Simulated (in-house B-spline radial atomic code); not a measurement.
Two electrons outside the [Ar] 3d10 4s2 4p6 core: the platinum ion Pt⁴⁰⁺

Computed with an all-electron radial atomic-structure program (B-spline basis): configuration interaction (CI) of the two valence electrons in the field of the frozen Dirac-Fock core, alone and with many-body perturbation theory for the core (screened one- and two-electron correlation potentials), Breit and QED terms; no-pair Dirac Hamiltonian, finite nucleus. Labels give the configuration (outer n counted up each series) and the leading LS term, or the jj pair where no LS term holds 70 %.

Excitation energies (eV):

```
         level  purity of the LS term  CI alone  CI + MBPT + Breit + QED
       4d2 3F2                  0.744         0                        0
       4d2 3P0                  0.722    8.9371                   8.9807
       4d2 3F3                    1.0    23.908                   23.622
4d2 (3/2,5/2)2             0.495 (3P)         ?                        ?
       4d2 3P1                    1.0         ?                        ?
4d2 (3/2,5/2)4             0.672 (1G)    29.939                   29.264
4d2 (5/2,5/2)4             0.673 (3F)     51.46                   50.701
4d2 (5/2,5/2)2             0.473 (3P)    54.371                   53.718
       4d2 1S0                  0.721    63.917                   63.758
```

**Question.** Where does 4d2 3P1 lie?

**Answer.** 29.657 eV in CI alone and 29.246 eV with all corrections.

**Question.** Where does 4d2 (3/2,5/2)2 lie?

**Answer.** 28.164 eV in CI alone and 27.765 eV with all corrections.

**Question.** What is the first ionisation energy?

**Answer.** 1884.6 eV to the 4d3/2 state of the next ion (1882 eV from CI alone). NIST lists 1883 ± 4 eV (tabulated theory).
